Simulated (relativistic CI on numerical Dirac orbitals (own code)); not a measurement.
# C⁵⁺: computed level list

Computed by Dirac equation for one electron, model QED (radiative potential, 1s self-energy scaled to tabulated hydrogen-like ionisation energies) (own radial code, finite nucleus).

CI space: 1s, 2s, 2p, 3s, 3p, 3d, 4s, 4p, 4d, 4f, 5s, 5p, 5d, 5f, 5g, 6s, 6p, 6d. Levels of other configurations are missing.

The lowest level is 1s ²S1/2, with 100 % of that term; Hund's rules for 1s give ²S with J = 1/2, in agreement.

```tsv
No.	Configuration	Term	J	E (Ry)	%	Landé g
1	1s	²S	1/2	0.0000	100	2.001
2	2p	²P°	1/2	27.0088	100	0.666
3	2s	²S	1/2	27.0091	100	2.002
4	2p	²P°	3/2	27.0132	100	1.334
5	3p	²P°	1/2	32.0121	100	0.666
6	3s	²S	1/2	32.0122	100	2.002
7	3d	²D	3/2	32.0134	100	0.799
8	3p	²P°	3/2	32.0134	100	1.334
9	3d	²D	5/2	32.0138	100	1.200
10	4p	²P°	1/2	33.7631	100	0.666
11	4s	²S	1/2	33.7631	100	2.002
12	4d	²D	3/2	33.7636	100	0.799
13	4p	²P°	3/2	33.7636	100	1.334
14	4f	²F°	5/2	33.7638	100	0.857
15	4d	²D	5/2	33.7638	100	1.200
16	4f	²F°	7/2	33.7639	100	1.143
17	5p	²P°	1/2	34.5734	100	0.666
18	5s	²S	1/2	34.5734	100	2.002
19	5d	²D	3/2	34.5737	100	0.799
20	5p	²P°	3/2	34.5737	100	1.334
21	5f	²F°	5/2	34.5738	100	0.857
22	5d	²D	5/2	34.5738	100	1.200
23	5g	²G	7/2	34.5738	100	0.889
24	5f	²F°	7/2	34.5738	100	1.143
25	5g	²G	9/2	34.5739	100	1.111
26	6p	²P°	1/2	35.0136	100	0.666
27	6s	²S	1/2	35.0136	100	2.002
28	6d	²D	3/2	35.0138	100	0.800
29	6p	²P°	3/2	35.0138	100	1.334
30	6d	²D	5/2	35.0138	100	1.200
```

Energies count from the lowest computed level; ° marks odd parity.
